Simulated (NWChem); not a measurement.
System: C$_{2}$HF$_{3}$OSi; SMILES FC1=CO[Si]1(F)F

NWChem input:

```
start job
memory heap 200 mb stack 900 mb global 1100 mb
geometry units angstroms
  F     -2.131164     1.316106    -0.148401
  C     -1.237385     0.337867    -0.001486
  C     -1.412823    -0.957154     0.265070
  O     -0.112630    -1.488889     0.301732
  Si     0.616940    -0.029943    -0.026776
  F      1.489311    -0.012429    -1.347458
  F      1.618657     0.472022     1.091326
  H     -2.234179    -1.622186     0.440741
end
basis spherical
  * library def2-svp
end
dft
  xc xpbe96 cpbe96
  disp vdw 4
  iterations 150
end
driver
  maxiter 120
end
task dft optimize
task dft freq
```

Output (shortened):

```
             Northwest Computational Chemistry Package (NWChem) 7.3.0
             --------------------------------------------------------

 CS  symmetry detected

                             Geometry "geometry" -> ""
                             -------------------------

 Output coordinates in angstroms (scale by  1.889725989 to convert to a.u.)

  No.       Tag          Charge          X              Y              Z
 ---- ---------------- ---------- -------------- -------------- --------------
    1 F                    9.0000     1.04951773     2.27135871     0.00000000
    2 C                    6.0000     0.19188159     1.25065468     0.00000000
    3 C                    6.0000    -1.14186604     1.24543460     0.00000000
    4 O                    8.0000    -1.48913524    -0.11617921     0.00000000
    5 Si                  14.0000     0.09110823    -0.63727798     0.00000000
    6 F                    9.0000     0.49029861    -1.52970320    -1.24489865
    7 F                    9.0000     0.49029861    -1.52970320     1.24489865
    8 H                    1.0000    -1.93356108     1.96721884     0.00000000

 Effective nuclear repulsion energy (a.u.)     387.0672953951

      Symmetry information
      --------------------

 Group name             Cs
 Group number              2
 Group order               2
 No. of unique centers     7

                                Z-matrix (autoz)
                                --------

 Units are Angstrom for bonds and degrees for angles

      Type          Name      I     J     K     L     M      Value
      ----------- --------  ----- ----- ----- ----- ----- ----------
    1 Stretch                  1     2                       1.33318
    2 Stretch                  2     3                       1.33376
    3 Stretch                  2     5                       1.89062
    4 Stretch                  3     4                       1.40520
    5 Stretch                  3     8                       1.07133
    6 Stretch                  4     5                       1.66395
    7 Stretch                  5     6                       1.58289
    8 Stretch                  5     7                       1.58289
    9 Bend                     1     2     3               130.26256
   10 Bend                     1     2     5               143.01710
   11 Bend                     2     3     4               104.53208
   12 Bend                     2     3     8               137.42049
   13 Bend                     2     5     4                74.80500
   14 Bend                     2     5     6               123.33617
   15 Bend                     2     5     7               123.33617
   16 Bend                     3     2     5                86.72034
   17 Bend                     3     4     5                93.94258
   18 Bend                     4     3     8               118.04744
   19 Bend                     4     5     6               114.58661
   20 Bend                     4     5     7               114.58661
   21 Bend                     6     5     7               103.71383
   22 Torsion                  1     2     3     4         180.00000
   23 Torsion                  1     2     3     8           0.00000
   24 Torsion                  1     2     5     4         180.00000
   25 Torsion                  1     2     5     6         -70.28154
   26 Torsion                  1     2     5     7          70.28154
   27 Torsion                  2     3     4     5           0.00000
   28 Torsion                  2     5     4     3          -0.00000
   29 Torsion                  3     2     5     4           0.00000
   30 Torsion                  3     2     5     6         109.71846
   31 Torsion                  3     2     5     7        -109.71846
   32 Torsion                  3     4     5     6        -120.13018
   33 Torsion                  3     4     5     7         120.13018
   34 Torsion                  4     3     2     5           0.00000
   35 Torsion                  5     2     3     8         180.00000
   36 Torsion                  5     4     3     8         180.00000

  pbe96 is a nonlocal functional; adding pw91lda local functional.

                           NWChem Geometry Optimization
                           ----------------------------

 maximum gradient threshold         (gmax) =   0.000450
 rms gradient threshold             (grms) =   0.000300
 maximum cartesian step threshold   (xmax) =   0.001800
 rms cartesian step threshold       (xrms) =   0.001200
 fixed trust radius                (trust) =   0.300000
 source of zmatrix                         =   autoz

          -------------------
          Energy Minimization
          -------------------

 Using diagonal initial Hessian
 Scaling for Hessian diagonals: bonds = 1.00  angles = 0.25  torsions = 0.10

          --------
          Step   0

                                 NWChem DFT Module
                                 -----------------

 Summary of "ao basis" -> "ao basis" (spherical)
 ------------------------------------------------------------------------------
       Tag                 Description            Shells   Functions and Types
 ---------------- ------------------------------  ------  ---------------------
 F                          def2-svp                 6       14   3s2p1d
 C                          def2-svp                 6       14   3s2p1d
 O                          def2-svp                 6       14   3s2p1d
 Si                         def2-svp                 8       18   4s3p1d
 H                          def2-svp                 3        5   2s1p

      Symmetry analysis of basis
      --------------------------

        a'         71
        a"         36

[...]

      ----------------------
      Optimization converged
      ----------------------

  Step       Energy      Delta E   Gmax     Grms     Xrms     Xmax
  ---- ---------------- -------- -------- -------- -------- --------
@    5    -740.12015209 -2.0D-06  0.00023  0.00007  0.00077  0.00173
                                     ok       ok       ok       ok

                                Z-matrix (autoz)
                                --------

 Units are Angstrom for bonds and degrees for angles

[...]

 Rotational Constants
 --------------------
 A=   0.109665 cm-1  (  0.157780 K)
 B=   0.057233 cm-1  (  0.082344 K)
 C=   0.052340 cm-1  (  0.075304 K)

 Temperature                      =   298.15K
 frequency scaling parameter      =   1.0000

 Zero-Point correction to Energy  =   21.185 kcal/mol  (  0.033761 au)
 Thermal correction to Energy     =   25.418 kcal/mol  (  0.040506 au)
 Thermal correction to Enthalpy   =   26.010 kcal/mol  (  0.041450 au)

 Total Entropy                    =   82.280 cal/mol-K
   - Translational                =   40.388 cal/mol-K (mol. weight = 125.9749)
   - Rotational                   =   27.974 cal/mol-K (symmetry #  =        1)
   - Vibrational                  =   13.917 cal/mol-K

 Cv (constant volume heat capacity) =   22.945 cal/mol-K
   - Translational                  =    2.979 cal/mol-K
   - Rotational                     =    2.979 cal/mol-K
   - Vibrational                    =   16.986 cal/mol-K

[normal modes left out]

 ----------------------------------------------------------------------------
 Normal Eigenvalue ||           Projected Infra Red Intensities
  Mode   [cm**-1]  || [atomic units] [(debye/angs)**2] [(KM/mol)] [arbitrary]
 ------ ---------- || -------------- ----------------- ---------- -----------
    1       -0.000 ||    0.000155           0.004         0.151       0.041
    2       -0.000 ||    0.000133           0.003         0.130       0.036
    3       -0.000 ||    0.000087           0.002         0.084       0.023
    4       -0.000 ||    0.000050           0.001         0.049       0.013
    5        0.000 ||    0.000047           0.001         0.046       0.013
    6        0.000 ||    0.000001           0.000         0.001       0.000
    7      110.841 ||    0.000016           0.000         0.015       0.004
    8      174.311 ||    0.000000           0.000         0.000       0.000
    9      224.447 ||    0.003598           0.083         3.508       0.962
   10      286.213 ||    0.013732           0.317        13.387       3.672
   11      354.975 ||    0.002616           0.060         2.550       0.699
   12      407.775 ||    0.037090           0.856        36.157       9.917
   13      409.020 ||    0.045537           1.051        44.391      12.175
   14      553.413 ||    0.015095           0.348        14.715       4.036
   15      596.759 ||    0.016487           0.380        16.072       4.408
   16      717.582 ||    0.001092           0.025         1.064       0.292
   17      844.039 ||    0.019329           0.446        18.843       5.168
   18      924.692 ||    0.299876           6.918       292.334      80.178
   19      955.980 ||    0.168699           3.892       164.456      45.105
   20     1043.307 ||    0.108954           2.514       106.213      29.131
   21     1191.297 ||    0.003804           0.088         3.708       1.017
   22     1248.328 ||    0.122521           2.827       119.439      32.758
   23     1638.962 ||    0.035432           0.817        34.541       9.474
   24     3144.543 ||    0.003282           0.076         3.199       0.877
 ----------------------------------------------------------------------------
```

Level: PBE-D3(BJ)/def2-SVP.
